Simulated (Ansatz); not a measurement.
The same substitution along the group F, Cl, Br.

Computed with Ansatz on PBE0-D4/def2-TZVP structures; ΔE is electronic, products minus reactants. CBS: MP2 limit from def2 TZ/QZ plus the TZ coupled-cluster correction, frozen cores. This one scheme is used for every species. Functionals use def2-TZVPP. B3LYP here is the variant with VWN-RPA as its local correlation; programs differ in this. For Br, Ge outer-core shells are correlated without core-valence functions, which leaves a few kJ/mol of doubt a bond. Scalar relativity is left out up to krypton. Each species was taken in one conformer, which may not be the lowest.

```json
{"reaction": "`F[CH2][GeH3]` + H₂S → `S[CH2][GeH3]` + H–F", "ωB97M-V (eV)": "-0.48", "revPBE-D4 (eV)": "-0.54", "B3LYP-D4 (eV)": "-0.45", "CCSD(T)/CBS(def2) (eV)": "-0.63"}
{"reaction": "`Cl[CH2][GeH3]` + H₂S → `S[CH2][GeH3]` + HCl", "ωB97M-V (eV)": "-0.16", "revPBE-D4 (eV)": "-0.18", "B3LYP-D4 (eV)": "-0.15", "CCSD(T)/CBS(def2) (eV)": "-0.18"}
{"reaction": "`[GeH3][CH2]Br` + H₂S → `S[CH2][GeH3]` + HBr", "ωB97M-V (eV)": "-0.05", "revPBE-D4 (eV)": "-0.08", "B3LYP-D4 (eV)": "-0.04", "CCSD(T)/CBS(def2) (eV)": "-0.04"}
```

Largest T1 diagnostic: 0.011, for `F[CH2][GeH3]`.
